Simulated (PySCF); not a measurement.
How methods differ on the ionisation energy of W⁶³⁺

W⁶³⁺ [Ne] 3s1 (2S) → W⁶⁴⁺ [Ne] (1S), as a difference of total energies. All numbers are calculated (PySCF 2.14, the spin-free X2C one-electron Hamiltonian (Gaussian nucleus), in an uncontracted even-tempered set (17 s from 18 bohr⁻², ratio 2.5; 12 p from 23 bohr⁻², ratio 2.5; 4 d from 84 bohr⁻², ratio 2.7; 4 f from 130 bohr⁻², ratio 2.7)). Correlated levels: outer shells: 1s2 frozen; virtual orbitals above 40 to 60 times the deepest correlated orbital energy dropped. The calculations carry no spin-orbit coupling.

```
                method  ionisation energy (eV)
                   UHF                  7134.6
    MP2 (outer shells)                  7135.4
SCS-MP2 (outer shells)                  7135.3
   CCSD (outer shells)                  7135.4
CCSD(T) (outer shells)                  7135.4
```

Breit and QED terms and the two-electron picture change are absent.

For comparison: 7130 ± 7 eV (semi-empirical (NIST evaluation); NIST Atomic Spectra Database, ionization energies).
